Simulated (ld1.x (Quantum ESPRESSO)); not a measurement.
BLYP RRKJ dataset for B (Z = 5), scalar-relativistic all-electron reference.

ld1.x (Quantum ESPRESSO) 7.5 input, shortened:

```
&input
   title='B', zed=5., rel=1, dft='BLYP', iswitch=3,
   config='[He] 2s2 2p0.5'
 /
 &inputp
   pseudotype=2, tm=.false., lloc=0,
   nlcc=.true.
 /
2
2P  2  1   0.50   0.00  2.60  2.60  0.0
2S  1  0   2.00   0.00  1.25  1.25  0.0
 &test
   configts(1)='2s2 2p0.5'
 /
```

(1) Estimate the cutoffs (Ry, on a coarse ladder) from which the occupation-weighted sum of valence levels, in a spherical-Bessel basis at the reference potential, stays within 10 and 1 mRy of its value at 400 Ry.

(2) What does a ghost test show?

(3) Which valence shell sets the plane-wave cutoff?

(4) Tests: 2s2 2p1; 2s2 2p0; 2s1 2p0; 2s1 2p2; 2s2 2p1.3; 2s0 2p3; 2s1 2p1. Which has the largest error in its energy relative to the reference configuration, and how large is it?

Results:

(1) 21 Ry and 55 Ry.

(2) No extra level below or beside the all-electron valence levels (p, s, d, f tested).

(3) 2s: its level needs 50 Ry to come within 1 mRy, against 18 Ry for 2p.

(4) 2s1 2p0, with +132 meV (all-electron minus pseudo) on +30.67 eV.
